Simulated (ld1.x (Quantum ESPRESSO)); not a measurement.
## Varying the TM potential for zinc (Zn)

Base potential:

Zn (Z = 30), norm-conserving Troullier–Martins (Kleinman–Bylander form), made with ld1.x (Quantum ESPRESSO) 7.5 (PBE, scalar-relativistic). Core [Ne], reference 3s2 3p6 3d10 4s2 4p0. Waves: 3s (bound): rc 0.80 bohr; 3d (bound): rc 1.00 bohr; 3p (bound): rc 0.65 bohr. Local part: the p channel. Core correction: Bessel-smoothed model core, default radius (core density twice the valence density).

Occupied shells without a wave of their own: 4s. They enter only through the test configuration that unscreens the potential, and ld1.x also counts them in the model core charge.

All-electron outer shells of the reference configuration (PBE, scalar-relativistic, ld1.x):

```json
{"shell": "2s", "level (eV)": "-1158.33", "outermost node (bohr)": "0.07", "outermost maximum (bohr)": "0.19"}
{"shell": "2p", "level (eV)": "-1004.03", "outermost node (bohr)": "–", "outermost maximum (bohr)": "0.15"}
{"shell": "3s", "level (eV)": "-129.23", "outermost node (bohr)": "0.28", "outermost maximum (bohr)": "0.59"}
{"shell": "3p", "level (eV)": "-83.40", "outermost node (bohr)": "0.25", "outermost maximum (bohr)": "0.59"}
{"shell": "3d", "level (eV)": "-10.14", "outermost node (bohr)": "–", "outermost maximum (bohr)": "0.57"}
{"shell": "4s", "level (eV)": "-5.98", "outermost node (bohr)": "0.85", "outermost maximum (bohr)": "2.09"}
{"shell": "4p", "level (eV)": "-1.12", "outermost node (bohr)": "0.92", "outermost maximum (bohr)": "3.08"}
```

Cutoffs, loose and tight: the cutoffs (Ry, on a coarse ladder) from which the occupation-weighted sum of valence levels, in a spherical-Bessel basis at the reference potential, stays within 10 and 1 mRy of its value at 400 Ry. They do not see the model core or the augmentation charge, which bear on the density cutoff. Test errors are all-electron minus pseudo excitation energies from the reference, over the configurations 3s2 3p6 3d10 4s1 4p0; 3s2 3p6 3d10 4s0 4p0; 3s2 3p6 3d9 4s0 4p0; 3s2 3p6 3d10 4s0 4p2; 3s2 3p6 3d9 4s2 4p1; 3s2 3p6 3d8 4s0 4p0; 3s1 3p6 3d10 4s2 4p0. A dash means not determined; rows that change the core or the reference have their own tests. The largest error is taken over the tests solved by every variant that gives reliable tests at all: 3s1 3p6 3d10 4s2 4p0; 3s2 3p6 3d10 4s0 4p2; 3s2 3p6 3d10 4s1 4p0; 3s2 3p6 3d8 4s0 4p0; 3s2 3p6 3d9 4s2 4p1.

With those shells counted twice in exchange and correlation these files are broken, and their errors move erratically; no question is asked of them.

Cutoffs are not given where the Bessel-basis levels miss the radial ones by over 6 mRy, ghosts where they miss by over 20 mRy; a channel whose overlap is not positive is not tested.

The default core radius of the base comes out at 0.31 bohr.

```csv
change,outcome,"cutoff, loose","cutoff, tight",bound ghosts,largest test error (meV)
base,generated,260 Ry,over 300 Ry,none,-1900
wave 3s (bound): rc 0.80 bohr becomes 3s (bound): rc 0.48 bohr,generated,–,–,not determined,-1763
wave 3p (bound): rc 0.65 bohr becomes 3p (bound): rc 0.72 bohr,generated,260 Ry,over 300 Ry,none,-1925
core correction Bessel-smoothed model core inside 0.54 bohr,generated,260 Ry,over 300 Ry,none,-1901
local potential the s channel,generated,260 Ry,over 300 Ry,none,-2144
reference 3s2 3p6 3d10 4s0.5 4p0,"generated, misses its reference levels by 0.16 eV",260 Ry,over 300 Ry,none,+237
wave 3d (bound): rc 1.00 bohr becomes 3d (bound): rc 0.88 bohr,generated,300 Ry,over 300 Ry,none,-1900
```
